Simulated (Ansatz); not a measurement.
`[F][In]([F])[Br]` + H₂S → `[F][In]([F])[SH]` + HBr  (ligand exchange at the In–Br bond)

Calculated with Ansatz (gas phase, PBE0-D4/def2-TZVP geometries, no zero-point term in ΔE). CBS: MP2 limit from def2 TZ/QZ plus the TZ coupled-cluster correction, frozen cores. This one scheme is used for every species. Functionals use def2-TZVPP. B3LYP here is the variant with VWN-RPA as its local correlation; programs differ in this. Elements past krypton have def2 core potentials. For Br, In outer-core shells are correlated without core-valence functions, which leaves a few kJ/mol of doubt a bond. Scalar relativity is left out up to krypton. Each species was taken in one conformer, which may not be the lowest.

Question: Is it downhill or uphill in electronic energy at CCSD(T)/CBS, and by how much? (An estimate is asked.)

Answer: Computed: Uphill: ΔE = +0.34 eV.

Question: What do these levels give: B3LYP-D4, PBE, B3LYP, RPA@PBE/def2-TZVPP, HF/def2-SVP, MP2/def2-SVP? (Estimate.)

Answer: Computed: B3LYP-D4 0.33, PBE 0.28, B3LYP 0.34, RPA@PBE/def2-TZVPP 0.31, HF/def2-SVP 0.46, MP2/def2-SVP 0.38 eV.

Question: What do rigid-rotor, harmonic-oscillator terms from PBE0-D4/def2-TZVP frequencies (298.15 K, 1 bar) make of the CCSD(T)/CBS value? (An estimate is asked.)

Answer: The calculation gave: ΔZPE = -0.02 eV, ΔH = +0.33 eV, ΔS = -2 J/(mol·K), ΔG = +0.33 eV.

Largest T1 diagnostic among the species: 0.016.

From BLYP to BHLYP (50 % exact exchange), in def2-TZVPP and without D4, ΔE moves by +0.08 eV. Leaving LDA and LC-ωPBE aside and taking each functional with its dispersion term where it has one, the values, not all of them listed here, spread over 0.11 eV, from PBE-D4 to BHLYP-D4. LDA lies −0.06 eV from PBE without D4.
